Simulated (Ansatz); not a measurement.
Consider the substitution at a C–Si bond: `C[SiH]1NB1O` + `CCBS` → `CCBSC` + `OB1N[SiH2]1`.

Isolated molecules relaxed with PBE0-D4/def2-TZVP in Ansatz; ΔE leaves out vibrations. CBS: MP2 limit from def2 TZ/QZ plus the TZ coupled-cluster correction, frozen cores. This one scheme is used for every species. DFT in def2-TZVPP. B3LYP here is the variant with VWN-RPA as its local correlation; programs differ in this. Each species was taken in one conformer, which may not be the lowest.

Q: Is it downhill or uphill in electronic energy at CCSD(T)/CBS, and by how much? (Estimate.)

A: Ansatz gave: Uphill: ΔE = +52.6 kJ/mol.

Q: What do these levels give: r2SCAN-D4, ωB97X-V, B3LYP, SCS-MP2/def2-TZVPP, CCSD/def2-TZVPP, MP2/CBS(def2)? (Estimate.)

A: Computed: r2SCAN-D4 53.5, ωB97X-V 51.5, B3LYP 53.0, SCS-MP2/def2-TZVPP 52.4, CCSD/def2-TZVPP 54.9, MP2/CBS(def2) 53.2 kJ/mol.

Largest T1 diagnostic among the species: 0.013.
